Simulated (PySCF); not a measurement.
Si(F)(Cl)(Me)2 (C2H6ClFSi), SMILES C[Si](C)(F)Cl. Geometry: ωB97X-D3(BJ)/def2-SVP.

Computed equilibrium geometry at ωB97X-D3(BJ)/def2-SVP (PySCF confirms it by a frequency run) as a Z-matrix, and its point group:
point group Cs.
```
Si
F 1 1.6290
C 1 1.8538 2 108.52
H 3 1.1008 1 110.55 2 -58.02
H 3 1.1014 4 108.19 1 121.12
H 3 1.1019 4 108.45 5 117.41
C 1 1.8538 2 108.52 3 125.72
H 7 1.1008 1 110.55 2 58.02
H 7 1.1014 8 108.19 1 -121.12
H 7 1.1019 8 108.45 9 -117.41
Cl 1 2.0655 2 106.43 3 -117.14
```
Charge 0, spin multiplicity 1.
